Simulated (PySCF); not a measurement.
CsBr and its ions

RHF-CCSD; Cs def2-SVP with ECP46, Br def2-SVP; scalar-relativistic core potentials (PySCF 2.14). Neutral (RHF): singlet (closed shell), Re = 3.174 Å, ωe = 153 cm⁻¹, De = 3.56 eV.

CsBr⁺ (UHF): doublet (π ↑), Re = 3.851 Å, ωe = 53.7 cm⁻¹, De = 0.21 eV to Cs⁺ + Br. The energies at the minima are -2592.32557 hartree for CsBr and -2592.06375 for CsBr⁺.

**Question.** Work out the adiabatic ionisation energy, without and with harmonic zero-point energies (1 hartree = 27.2114 eV, 1 eV = 8065.5 cm⁻¹), and the change of the bond length.

**Answer.** At CCSD: 0.26182 hartree = 7.124 eV between the minima; the zero-point term (53.7 − 153.0)/2 cm⁻¹ = -0.006 eV makes it 7.118 eV. Re changes by +67.7 pm against the neutral. The electron leaves a π orbital, and the ion is left as a loose complex of an ion and an atom.

Correlated steps freeze 9 core orbitals. Weak bonds: CsBr⁺. Basis-set superposition, not corrected here, can be much of De in a small basis, most of all at correlated wavefunction levels. These are scalar-relativistic numbers at best; spin–orbit coupling would shift them, the dissociation energy most. For an ion De counts to the pair picked by the measured ionisation energies or electron affinities, which need not be the lowest pair at this level. Where the molecule has an RHF reference, its open-shell atoms are computed with UHF. States were picked by a PBE0 search and need not be the measured ground states.

Neutral and ion stand on different kinds of reference determinant, which adds to the error of the difference.
